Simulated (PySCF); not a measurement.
Sn(H)2(OH)2 (H₄O₂Sn), SMILES [OH][SnH2][OH]. Heavy atoms are numbered as in [SnH2:1]([OH:2])[OH:3]. Hydrogens are named by the atom that carries them.

Geometry optimised at B3LYP-D3(BJ)/def2-SVP. The def2 effective core potentials stand for the cores of Sn; spin–orbit coupling is left out. The values are those of a single conformer.

All values below come from PySCF with B3LYP/def2-TZVPD.

Mulliken values depend strongly on the basis, most of all with diffuse functions as here. ESP charges are fitted to the potential on shells at 1.4 to 2.0 van der Waals radii. Atomic charges (e), one atom of each kind:

```json
[
 {"atom": "Sn1 (SnH2)", "ESP fit": "0.79", "Mulliken": "1.04"},
 {"atom": "O2 (OH)", "ESP fit": "-0.70", "Mulliken": "-0.72"},
 {"atom": "H on Sn1", "ESP fit": "-0.08", "Mulliken": "-0.09"},
 {"atom": "H on O2", "ESP fit": "0.39", "Mulliken": "0.29"}
]
```
